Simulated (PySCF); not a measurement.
Input for PySCF: R-B3LYP/3-21G on C2H3F (SMILES C=CF).

```python
from pyscf import gto, scf, dft, mp
from pyscf.data.elements import chemcore

mol = gto.M(
    atom='''
    C    -0.24955979   -1.18999258    2.87429276
    C     0.01430152    0.06446900    3.16313692
    F     0.17644974    1.00684211    2.18535131
    H    -0.35056166   -1.53519278    1.85457866
    H    -0.36892289   -1.89694817    3.68196242
    H     0.13382012    0.50705597    4.14103095
    ''',
    basis='3-21g',
    charge=0, spin=0, verbose=3, max_memory=1800)
mf = dft.RKS(mol, xc='b3lyp')
mf.conv_tol = 1e-8
mf.max_cycle = 100
mf.kernel()
if not mf.converged:
    mf = mf.newton().run(mf.mo_coeff, mf.mo_occ)
```

Program output:

```
converged SCF energy = -176.854444867956
```

Self-consistency was reached.

Cost: very roughly 1.6 core-seconds.
